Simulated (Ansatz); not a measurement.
C6H17GeN⁺, that is GeMe3(NHiPr) with one electron fewer. The state is a doublet with charge 1. Geometry PBE-D4/def2-SVP, that of the neutral singlet.

```xyz
25

Ge   -0.979    0.238   -0.523
C    -1.661    0.566   -2.340
H    -1.696   -0.380   -2.915
H    -1.017    1.287   -2.883
H    -2.686    0.987   -2.297
C    -2.193   -0.980    0.436
H    -1.924   -1.066    1.507
H    -2.149   -1.989   -0.020
H    -3.234   -0.605    0.368
C    -0.866    1.951    0.463
H    -0.174    2.649   -0.049
H    -0.499    1.792    1.497
H    -1.867    2.426    0.522
N     0.662   -0.602   -0.823
C     1.718   -0.833    0.162
C     1.143   -1.424    1.453
C     2.578    0.410    0.459
H     1.059   -0.309   -1.722
H     2.400   -1.607   -0.268
H     0.500   -0.687    1.982
H     1.955   -1.708    2.152
H     0.531   -2.323    1.240
H     1.971    1.205    0.942
H     3.428    0.170    1.133
H     3.000    0.831   -0.478
```

Task: Estimate the α-spin orbital energies around the gap (eV) in Ansatz with PBE-D4/def2-TZVP, PBE0-D4/def2-TZVP, ωB97M-V/def2-TZVP.

Result: 
| orbital | PBE-D4/def2-TZVP | PBE0-D4/def2-TZVP | ωB97M-V/def2-TZVP |
| --- | --- | --- | --- |
| HOMO−5 | -13.29 | -14.79 | -17.17 |
| HOMO−4 | -13.07 | -14.76 | -17.13 |
| HOMO−3 | -12.55 | -14.07 | -16.43 |
| HOMO−2 | -12.07 | -13.67 | -16.01 |
| HOMO−1 | -11.46 | -12.67 | -14.78 |
| HOMO | -11.36 | -12.54 | -14.67 |
| LUMO | -4.47 | -3.72 | -2.25 |
| LUMO+1 | -3.58 | -2.70 | -1.17 |
| LUMO+2 | -3.34 | -2.43 | -0.92 |
| LUMO+3 | -3.22 | -2.38 | -0.71 |
| LUMO+4 | -2.93 | -2.09 | -0.58 |
| LUMO+5 | -2.50 | -1.58 | 0.04 |
| β HOMO | -11.35 | -12.52 | -14.69 |
| β LUMO | -10.45 | -9.57 | -7.69 |
